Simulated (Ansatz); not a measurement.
`S[SiH2][TeH]` + `N[AsH2]` → `N[AsH][TeH]` + `[SiH3]S` at 500 K and 1 bar (ligand exchange at a Te–Si bond).

Calculated with Ansatz (gas phase, PBE0-D4/def2-TZVP geometries, no zero-point term in ΔE). CBS: MP2 limit from def2 TZ/QZ plus the TZ coupled-cluster correction, frozen cores. def2 core potentials past Kr. For As, Te outer-core shells are correlated without core-valence functions, which leaves a few kJ/mol of doubt a bond. Scalar relativity is left out up to krypton. Each species was taken in one conformer, which may not be the lowest.

| species | CCSD(T)/CBS energy (Eh) | H − E (kJ/mol) | S (J/(mol·K)) |
| --- | --- | --- | --- |
| `S[SiH2][TeH]` | -957.02579 | 127.8 | 395.6 |
| `N[AsH2]` | -2292.09958 | 135.7 | 301.1 |
| `N[AsH][TeH]` | -2559.85306 | 146.2 | 383.4 |
| `[SiH3]S` | -689.27336 | 117.6 | 310.5 |

H − E and S are ideal-gas, rigid-rotor, harmonic terms from PBE0-D4/def2-TZVP, for one conformer and one mirror image of each species. 1 Eh = 2625.50 kJ/mol, R = 8.31446 J/(mol·K).

Task: By hand: ΔE, ΔH, ΔS and ΔG.

Result: ΔE = (-2559.85306) + (-689.27336) − (-957.02579) − (-2292.09958) = -0.00105 Eh = -2.8 kJ/mol. Δ(H − E) = 146.2 + 117.6 − 127.8 − 135.7 = 0.3, so ΔH = -2.5 kJ/mol. ΔS = 383.4 + 310.5 − 395.6 − 301.1 = -2.8 J/(mol·K). ΔG = -2.5 − 500 × (-2.8)/1000 = -1.1 kJ/mol.

Task: By hand: the equilibrium constant, and the temperature at which ΔG would vanish if ΔH and ΔS stayed fixed.

Result: log₁₀ K = −ΔG/(RT ln 10) = 0.1. ΔG = 0 at ΔH/ΔS = 893 K, though so small a ΔH makes that figure unsure.

TΔS isn't small against ΔH here. The sign of ΔG lies within the doubt. A doubt of 5 kJ/mol in ΔE shifts log₁₀ K by 0.5 here. Other conformers and mirror images would add mixing entropy, several J/(mol·K) or more a flexible species. These are equilibria of isolated gas molecules and say nothing of rates. Largest T1 diagnostic: 0.012 (customary marks: 0.02 for closed shells, 0.045 for open ones).
